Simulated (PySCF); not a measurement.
GaClBr₂, SMILES [Cl][Ga]([Br])[Br]. Atoms are numbered in the order given.

```xyz
4

Ga     0.0000     0.0000     0.3546
Cl     0.0000     0.0000     2.4813
Br     0.0000     1.9669    -0.7596
Br     0.0000    -1.9669    -0.7596
```

The structure is a stationary point at PBE0-D3(BJ)/def2-SVP. The structure was generated by enumeration; whether it is a known compound was not checked.

All values below come from PBE0-D3(BJ)/def2-SVP run with PySCF.

Frequencies are harmonic and unscaled.

```json
[
 {"mode": "1", "ν (cm⁻¹)": "86", "IR (km/mol)": "2.4", "Raman (Å⁴/amu)": "2.3", "depolarisation": "0.74", "moving atoms (share of kinetic energy)": "Br 68 %, Ga 22 %, Cl 10 %"},
 {"mode": "2", "ν (cm⁻¹)": "108", "IR (km/mol)": "5.3", "Raman (Å⁴/amu)": "2.5", "depolarisation": "0.75", "moving atoms (share of kinetic energy)": "Cl 63 %, Br 29 %, Ga 8 %"},
 {"mode": "3", "ν (cm⁻¹)": "120", "IR (km/mol)": "8.0", "Raman (Å⁴/amu)": "0.0", "depolarisation": "–", "moving atoms (share of kinetic energy)": "Ga 70 %, Cl 16 %, Br 13 %"},
 {"mode": "4", "ν (cm⁻¹)": "261", "IR (km/mol)": "3.6", "Raman (Å⁴/amu)": "12.0", "depolarisation": "0.10", "moving atoms (share of kinetic energy)": "Br 70 %, Cl 18 %, Ga 12 %"},
 {"mode": "5", "ν (cm⁻¹)": "361", "IR (km/mol)": "70.3", "Raman (Å⁴/amu)": "1.7", "depolarisation": "0.75", "moving atoms (share of kinetic energy)": "Ga 64 %, Br 36 %"},
 {"mode": "6", "ν (cm⁻¹)": "451", "IR (km/mol)": "70.5", "Raman (Å⁴/amu)": "4.9", "depolarisation": "0.39", "moving atoms (share of kinetic energy)": "Cl 58 %, Ga 40 %"}
]
```
